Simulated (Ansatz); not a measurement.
WS2⁺, relaxed as a doublet with UKS PBE-D4/def2-TZVP in Ansatz, starting from the GFN1-xTB geometry. Force threshold 0.02 eV/Å.

In the def2 sets W takes a core potential; there is no spin–orbit coupling. The relaxation made no stability test and no search for a lower SCF solution. The structure comes from a short search, and lower isomers may exist.

Start:

Cartesian coordinates in Å:
```
W 0.781 -0.301 0.076
S 0.059 1.556 0.903
S -0.840 -1.255 -0.979
```

```tsv
step	energy (eV)	largest force component (eV/Å)	SCF passes
1	-23482.0850	1.795	21
2	-23482.1708	0.911	29
3	-23482.2213	0.172	29
4	-23482.2232	0.017	26
```

Force components are those of the run's own axes.

End:

```xyz
3

W     0.794   -0.306    0.078
S     0.028    1.483    0.852
S    -0.822   -1.177   -0.930
```

By distances, no bond broke or formed. The bond that changes most is W1–S3, from 2.16 to 2.09 Å (atoms count from 1).

No frequencies were taken in this run, so the end may be a saddle point.

Run time 4.4 s (4 threads of Arm Neoverse V2 on a shared host).
